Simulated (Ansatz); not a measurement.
C2H5AlClF (`C[CH2][Al]([F])[Cl]`) at its PBE0-D4/def2-TZVP geometry, where that method's forces vanish. Total charge 0; spin multiplicity 1.

```tsv
atom	x (Å)	y (Å)	z (Å)
C1	1.2910	0.0467	-0.3161
C2	0.0447	0.5754	0.3919
Al3	-1.5831	-0.4392	0.1136
F4	-3.0060	0.0479	0.7812
Cl5	-1.6473	-2.1887	-1.0284
H6	2.1656	0.6676	-0.1037
H7	1.5305	-0.9731	-0.0065
H8	1.1615	0.0242	-1.4005
H9	0.2073	0.6292	1.4757
H10	-0.1641	1.6100	0.0928
```

Task: For each bond, give half the difference of the two atoms' forces along it (eV/Å; positive pushes the atoms apart) under PBE-D4, r2SCAN-D4, B3LYP-D4, ωB97M-V in def2-TZVPP. (Estimate.)

Result: Computed: 
```json
{"bond": "C1–C2", "length (Å)": "1.528", "PBE-D4": "0.00", "r2SCAN-D4": "0.16", "B3LYP-D4": "0.23", "ωB97M-V": "0.24"}
{"bond": "C1–H6", "length (Å)": "1.093", "PBE-D4": "0.11", "r2SCAN-D4": "-0.04", "B3LYP-D4": "-0.08", "ωB97M-V": "-0.10"}
{"bond": "C1–H7", "length (Å)": "1.092", "PBE-D4": "0.10", "r2SCAN-D4": "-0.03", "B3LYP-D4": "-0.07", "ωB97M-V": "-0.08"}
{"bond": "C1–H8", "length (Å)": "1.092", "PBE-D4": "0.10", "r2SCAN-D4": "-0.03", "B3LYP-D4": "-0.07", "ωB97M-V": "-0.08"}
{"bond": "C2–Al3", "length (Å)": "1.938", "PBE-D4": "-0.11", "r2SCAN-D4": "-0.08", "B3LYP-D4": "-0.04", "ωB97M-V": "-0.12"}
{"bond": "C2–H9", "length (Å)": "1.097", "PBE-D4": "0.11", "r2SCAN-D4": "-0.01", "B3LYP-D4": "-0.09", "ωB97M-V": "-0.09"}
{"bond": "C2–H10", "length (Å)": "1.097", "PBE-D4": "0.11", "r2SCAN-D4": "-0.01", "B3LYP-D4": "-0.09", "ωB97M-V": "-0.09"}
{"bond": "Al3–F4", "length (Å)": "1.645", "PBE-D4": "0.42", "r2SCAN-D4": "0.04", "B3LYP-D4": "0.10", "ωB97M-V": "0.12"}
{"bond": "Al3–Cl5", "length (Å)": "2.090", "PBE-D4": "0.09", "r2SCAN-D4": "0.02", "B3LYP-D4": "0.08", "ωB97M-V": "0.03"}
```

B3LYP here is the variant with VWN-RPA as its local correlation; programs differ in this.
